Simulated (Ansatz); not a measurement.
B6Pt⁺. Total charge 1; doublet. Geometry r2SCAN-D4/def2-SVP, basis def2-TZVP, Ansatz.

| atom | x (Å) | y (Å) | z (Å) |
| --- | --- | --- | --- |
| Pt1 | -1.6533 | 1.4602 | -0.7998 |
| B2 | 0.8206 | -0.9302 | -0.9832 |
| B3 | -0.2274 | 0.2405 | -1.2615 |
| B4 | 0.8299 | 0.2484 | 0.1697 |
| B5 | 0.1258 | -0.3338 | 1.5421 |
| B6 | 0.8875 | -1.4022 | 0.5754 |
| B7 | -0.7831 | 0.7170 | 0.7573 |

```
run  HOMO (eV)  LUMO (eV)
  A     -11.16     -10.23
  B     -14.08      -7.49
  C     -11.39      -9.88
  D     -14.55      -7.22
  E     -11.19      -9.98
  F     -12.15      -9.37
```

In the def2 sets Pt takes a core potential; there is no spin–orbit coupling. LC-ωPBE has ω = 0.4 bohr⁻¹. Another isomer (doublet) lies 0.13 eV lower at PBE0-D4/def2-TZVP; other spin states weren't run for this one.

HOMO and LUMO are taken over both spins.

The runs used B97M-V, LC-ωPBE, PBE, PBE0, r2SCAN, ωB97X-V. Estimate which is which.

A PBE (0 % exact exchange); B ωB97X-V (range-separated); C r2SCAN (0 % exact exchange); D LC-ωPBE (range-separated); E B97M-V (0 % exact exchange); F PBE0 (25 % exact exchange). Exact exchange lowers occupied and raises empty levels; among semilocal functionals meta-GGAs tend to open the gap a little, and such runs are hard to tell apart. The gap grows from 0.93 eV (PBE) to 7.33 eV (LC-ωPBE).
